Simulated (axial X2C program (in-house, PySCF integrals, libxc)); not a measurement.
# Curves of TcCN from open-shell CI on d6 s0 p(π)0

Calculated with an axial X2C code built on PySCF integrals: two-component X2C with atomic mean-field Coulomb and Gaunt terms, basis Tc dyall-v3z, C dyall-v3z, N dyall-av3z (cores contracted in-house). Orbitals come from Hartree–Fock averaged over the configuration Tc d6 s0 p(π)0; CI then distributes these electrons over the d, s, p(π) shells of Tc.

Scan along the Tc–C bond with CN moving as one mass, its bond held at 1.160 Å; masses Tc 98.907 u, C 12.000 u, N 14.003 u. Energies in cm⁻¹ from the lowest point; levels are followed by energy order within each Ω. Lowest level at 2.159 Å: 100% d6.

```
R (Å)  (1)Ω=3  (1)Ω=2  (1)Ω=1  (1)Ω=0  (2)Ω=0  (2)Ω=1  (1)Ω=4  (2)Ω=3  (2)Ω=2
2.008     926    1011    1151    1284    1422    1592    2953    3353    3691
2.083     165     245     382     508     673     841    1751    2165    2502
2.159       0      74     209     328     522     687    1201    1633    1969
2.245     345     414     546     658     885    1048    1182    1639    1972
2.332    1091    1158    1290    1398    1655    1818    1633    2124    2449
2.429    2227    2300    2435    2541    2827    2993    2519    3063    3372
2.548    3872    3964    4109    4218    4529    4701    3961    4591    4866
```

(1) Fit the curves (1)Ω=3, (1)Ω=2, (1)Ω=1, (1)Ω=0, (2)Ω=0, (2)Ω=1, (1)Ω=4, (2)Ω=3, (2)Ω=2 near their minima.

The 9 lowest curves are shown; the next is (3)Ω=1, from 2257 cm⁻¹.

Dynamic correlation is missing, so gaps between terms are too wide and other configurations may lie lower; the lowest level listed is that of this model, not necessarily the ground state. For d shells the ligand-field splittings (σ, π, δ) and their order can be off by a thousand cm⁻¹ or more. At most 4 roots were kept for each Ω > 0 (twice that for Ω = 0) within 3.2 eV of the lowest, so higher up levels can be missing between those listed; levels with Ω > 0 are doubly degenerate and listed once, Ω = 0 levels singly. Some active spinors are only partly of the character that their shell is named for, so the shell names and counts are nominal. States that fill the shells left empty in the average are placed too high. The molecule was held linear; bending was not examined.

Answers

(1) From the open-shell CI curves, Te from the lowest:

| level | Te (cm⁻¹) | Re (Å) | ωe (cm⁻¹) |
| --- | --- | --- | --- |
| (1)Ω=3 | 0 | 2.145 | 365.1 |
| (1)Ω=2 | 75 | 2.146 | 364.5 |
| (1)Ω=1 | 210 | 2.147 | 364.3 |
| (1)Ω=0 | 330 | 2.148 | 363.8 |
| (2)Ω=0 | 520 | 2.143 | 367.3 |
| (2)Ω=1 | 685 | 2.143 | 367.4 |
| (1)Ω=4 | 1131 | 2.204 | 345.8 |
| (2)Ω=3 | 1574 | 2.200 | 350.8 |
| (2)Ω=2 | 1909 | 2.200 | 349.4 |

Without dynamic correlation distances can be off by several hundredths of an Å (long for ionic bonds, short for multiple bonds) and the wavenumbers are rough.
